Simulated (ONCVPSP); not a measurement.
# antimony (Sb), ONCV: configuration errors across variants

antimony (Sb), optimised norm-conserving Vanderbilt (ONCV), made with ONCVPSP 4.0.1 (LDA (Perdew-Zunger), scalar-relativistic). Core [Kr], reference 4d10 5s2 (charge +3). Waves: 5s: rc 1.75 bohr, ncon 5, nbas 8, qcut 3.3 1/bohr, 2 projectors, debl 0.9 Ha; p scattering state at 0.35 Ha: rc 1.50 bohr, ncon 3, nbas 8, qcut 5.2 1/bohr, 2 projectors, debl 3.3 Ha; 4d: rc 0.90 bohr, ncon 3, nbas 6, qcut 10.4 1/bohr, 3 projectors, debl 2.5 Ha. Local part: polynomial inside 0.70 bohr (lpopt 4, dvloc0 0 Ha). Core correction: none.

In the s channel the program set the typed energies aside and used -1.448, 0.250 Ha. In the p channel the program set the typed energies aside and used 0.050, 3.350 Ha.

All-electron excitation energies from the reference (eV): (1) 4d10 5s2 5p3 -49.559; (2) 4d10 5s2 5p2 -41.038; (3) 4d10 5s2 5p1 -24.785; (4) 4d9 5s2 5p4 -18.555.

1 further variants failed, have other tests or too few solved ones, and are left out.

A true bound ghost makes a file unfit for plane-wave use even where its test errors are small: the radial tests pick states by their node count and pass the ghost by.

Errors AE − PS in meV (a dash: test not solved or not reliable):

```tsv
change	(1)	(2)	(3)	(4)	bound ghosts	GHOST(+) flags above zero
base	-266	-190	-96	-501	s, p, d	s, p, d
s: rc 2.16	-265	-190	-96	-493	s, p, d	s, p, d
d: ncon 4, nbas 7	-266	-190	-96	-501	s, p, d	s, p, d
```

**Question.** Give the same row for: s: nbas 10.

**Answer.** -265, -190, -96, -493; bound ghosts: s, p, d; GHOST(+) flags above zero: s, p, d.
